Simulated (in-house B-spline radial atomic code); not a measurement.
Settings and results of a run for Pm²⁺ (an excited or competing configuration). Computed with an all-electron radial atomic-structure program (B-spline basis): Dirac-Hartree-Fock, average of configuration, Fermi nucleus of rms radius 4.962 fm.

Command:
```bash
python run_scf.py task.json out
```
Settings (nuclear radius in fm, mass in u):
```
Z                61
configuration    [Xe] 4f4 8g1
hamiltonian      dirac
method           hf
spin_polarised   False
nucleus          fermi
rms_radius       4.962
atomic_mass      144.91276
speed_of_light   137.035999084
```

Output (hartree, bohr):
```
 radial grid: 90 intervals, B-splines of order 8, outer radius 102 bohr

 iter        energy (Eh)    residual
    1      -10000.200328    6.22e-01
    2      -10012.143551    5.55e-01
    3      -10020.311653    1.58e-01
    4      -10020.863427    5.51e-02
    5      -10020.910496    1.45e-02
    6      -10020.916235    9.08e-03
    7      -10020.917928    1.83e-03
    8      -10020.917986    4.46e-04
    9      -10020.917991    2.36e-05
   10      -10020.917991    1.01e-06
   11      -10020.917991    5.18e-08

 total energy                    -10020.91799
 kinetic                           10834.3921
 electron-nucleus                 -24460.6758
 electron-electron                  3605.3657

 first-order corrections (not in the total)
   Gaunt                             9.8254
   retardation                      -1.0292
   frequency dependence             -0.1229
   self-energy                       6.8134
   Uehling                          -1.0511
   Wichmann-Kroll                    0.0306
   recoil                            0.0247

 orbital      occ     eigenvalue          <r>       <r^2>       <1/r>       <r^4>       r_max    small
 1s1/2      2.000     -1671.2631    0.0231751 0.000731504     67.4192 1.41855e-06     0.01479  5.13e-02
 2s1/2      2.000      -276.8095    0.0983586   0.0114809     16.0099 0.000228616     0.08387  1.13e-02
 2p1/2      2.000      -261.5100     0.082541  0.00841063     15.9487 0.000143744     0.06378  1.13e-02
 2p3/2      4.000      -240.8620    0.0890175  0.00965112      14.287 0.000183501     0.06928  1.05e-02
 3s1/2      2.000       -63.0411     0.259136   0.0768678     5.82805  0.00895465      0.2382  3.53e-03
 3p1/2      2.000       -56.4651     0.249222   0.0722083      5.7304  0.00827632      0.2256  3.46e-03
 3p3/2      4.000       -52.2232     0.261537   0.0793262     5.31652  0.00993355      0.2372  3.26e-03
 3d3/2      4.000       -40.9429     0.233438   0.0641729     5.17328  0.00738067      0.1899  3.12e-03
 3d5/2      6.000       -40.0363     0.237305   0.0661795     5.06884  0.00780873      0.1932  3.06e-03
 4s1/2      2.000       -14.2240     0.591877    0.394905     2.40353    0.226086      0.5516  1.08e-03
 4p1/2      2.000       -11.6404     0.607741    0.419632     2.29649    0.262579      0.5589  1.01e-03
 4p3/2      4.000       -10.7033     0.634198    0.456791     2.16637    0.311159       0.583  9.49e-04
 4d3/2      4.000        -6.3869     0.680584    0.536513     1.94216    0.467708      0.5979  7.90e-04
 4d5/2      6.000        -6.2175     0.690487    0.552043     1.90795    0.495055      0.6062  7.71e-04
 5s1/2      2.000        -2.8870      1.42748     2.28242    0.921817     7.59233       1.286  2.25e-04
 5p1/2      2.000        -2.0750      1.57473     2.79249    0.828129     11.6457       1.395  1.87e-04
 5p3/2      4.000        -1.9329      1.64874     3.05925    0.783879     13.9573       1.459  1.71e-04
 4f5/2      1.714        -1.4912     0.902562     1.02828     1.41865     2.49428      0.6292  4.55e-04
 4f7/2      2.286        -1.4732     0.910668     1.04738     1.40644      2.5927      0.6341  4.49e-04
 8g7/2      0.444        -0.0704      28.6213     925.429   0.0470613 1.13321e+06       32.53  1.89e-06
 8g9/2      0.556        -0.0704        28.62     925.356   0.0470662 1.13305e+06       32.52  1.89e-06
```

Cost of the run: 3.9 s on 1 thread of Arm Neoverse V2 (shared host).

For the Dirac Hamiltonian the kinetic term is c α·p + (β - 1)c².
